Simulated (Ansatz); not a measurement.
Basis-set extrapolation for `C=[N][Al]1[O][C]1=C` (PBE0-D4/def2-TZVP geometry, frozen core, Ansatz). Multiplicity 1, RHF reference.

```
                      def2-TZVPP   def2-QZVPP
                 HF  -487.221082  -487.239468
    MP2 correlation    -0.969825    -1.038441
CCSD(T) correlation    -1.041539      not run
```

Energies in hartree. Use E(X) = E(∞) + A·exp(−7.88·√X) for Hartree–Fock and E(X) = E(∞) + B·X^(−2.97) for correlation, with X = 3 and 4, and add CCSD(T) minus MP2 of the smaller set to the MP2 limit.

Q: What is the CCSD(T) energy at the basis-set limit?

A: HF limit: -487.239468 + (-0.018386) × 0.13774 = -487.24200. MP2 limit: -1.038441 + (-0.068616) × 0.74074 = -1.08927. Higher-order term: -1.041539 − (-0.969825) = -0.07171. Total: -488.40298 hartree, 368.5 kJ/mol below CCSD(T)/def2-TZVPP.
